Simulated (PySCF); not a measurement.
Vertical excitations of a molecule CH5ClF2Si2 from TDA-ωB97X/def2-SVPD in PySCF, as energy in eV (oscillator strength): 6.46 (0.019), 7.17 (0.041), 7.31 (0.016), 8.19 (0.118), 8.25 (0.014), 8.60 (0.019), 8.70 (0.268), 8.96 (0.057), 8.97 (0.024), 9.03 (0.006). Lowest triplet (TDA): 5.75 eV. Geometry optimised at B3LYP-D3(BJ)/def2-SVP. One conformer was computed; it need not be the lowest.

Q: Which molecule gave these data?
A) C[Si@H](F)[Si@H](F)Cl
B) C[Si@@H](Cl)[SiH](F)F
C) F[SiH](F)C[SiH2]Cl
D) C[Si](F)(F)[SiH2]Cl

A: D, C[Si](F)(F)[SiH2]Cl
